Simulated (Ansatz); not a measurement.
Total energies of `[C-]#[N+]CCCCCCCCCC=C` from Ansatz at PBE-D4/def2-SVP, gas phase (1 Eh = 27.2114 eV = 2625.5 kJ/mol). The reference geometry is relaxed at PBE-D4/def2-SVP.

```csv
atom,x (Å),y (Å),z (Å)
C1,2.6743,-1.0707,6.6108
N2,2.5975,-0.7787,5.4641
C3,2.4653,-0.4116,4.0988
C4,1.0965,0.2073,3.7827
C5,0.9621,0.6064,2.3117
C6,-0.4018,1.2213,1.9774
C7,-0.5515,1.7037,0.5287
C8,-0.4899,0.5988,-0.5321
C9,-0.7371,1.1121,-1.9553
C10,-0.6020,0.0554,-3.0599
C11,-1.6500,-1.0578,-3.0003
C12,-1.5941,-2.0866,-4.0975
C13,-0.7075,-2.1419,-5.1071
H14,2.6329,-1.3153,3.4728
H15,3.2785,0.3034,3.8458
H16,0.3034,-0.5208,4.0569
H17,0.9450,1.0926,4.4368
H18,1.7648,1.3325,2.0484
H19,1.1421,-0.2866,1.6732
H20,-0.5850,2.0762,2.6649
H21,-1.2007,0.4788,2.2026
H22,-1.5213,2.2391,0.4291
H23,0.2323,2.4648,0.3113
H24,-1.2355,-0.1865,-0.2740
H25,0.5015,0.0936,-0.5019
H26,-1.7502,1.5726,-2.0067
H27,-0.0237,1.9399,-2.1626
H28,-0.6684,0.5571,-4.0496
H29,0.4154,-0.3940,-3.0160
H30,-2.6701,-0.6057,-2.9934
H31,-1.5856,-1.5944,-2.0254
H32,-2.3750,-2.8679,-4.0426
H33,-0.7555,-2.9417,-5.8621
H34,0.0934,-1.3954,-5.2295
```

```
                state   geometry  energy (Eh)
     charge 0 singlet  reference   -523.53693
     charge 1 doublet  reference   -523.22138
    charge -1 doublet  reference   -523.48494
free C atom (triplet)          –    -37.75124
free N atom (quartet)          –    -54.46658
free H atom (doublet)          –     -0.49863
```

(1) Work out the vertical ionisation energy to the doublet.

(2) Work out the vertical electron affinity, to the doublet.

(3) Give the fundamental gap IE − EA, the Mulliken electronegativity (IE + EA)/2 and the hardness (IE − EA)/2.

(4) What is the binding energy per atom against free atoms?

(1) E(charge 1 doublet) − E(charge 0 singlet) = -523.22138 − (-523.53693) = 0.31555 Eh = 8.59 eV. For comparison, −ε of the highest occupied level is 6.15 eV at this level, 2.44 eV less.

(2) E(charge 0 singlet) − E(charge -1 doublet) = -523.53693 − (-523.48494) = -0.05199 Eh = -1.41 eV; negative, so the extra electron isn't bound. The basis lacks diffuse functions, which makes affinities too small.

(3) From the values in Eh: IE − EA = 0.31555 − (-0.05199) = 0.36754 Eh = 10.00 eV; (IE + EA)/2 = 3.59 eV; (IE − EA)/2 = 5.00 eV. The HOMO–LUMO gap of the same run is 5.61 eV, 4.39 eV smaller than the fundamental gap.

(4) Atoms: 12 × (-37.75124) + 1 × (-54.46658) + 21 × (-0.49863) = -517.95269 Eh. Binding: -517.95269 − (-523.53693) = 5.58424 Eh = 151.95 eV, or 4.47 eV for each of 34 atoms (no zero-point energy, no counterpoise term).

At PBE-D4/def2-SVP the gap within one spin of the charge 1 doublet nearly closes, so an electron or hole may be smeared out by delocalisation error. At PBE-D4/def2-SVP the gap within one spin of the charge -1 doublet nearly closes, so an electron or hole may be smeared out by delocalisation error. At PBE-D4/def2-SVP the highest occupied level of the charge -1 doublet lies above zero (up to 3.25 eV). By energy differences it is unbound by 1.41 eV (vertical, to the charge 0 singlet, at PBE-D4/def2-SVP) and held by the finite basis.
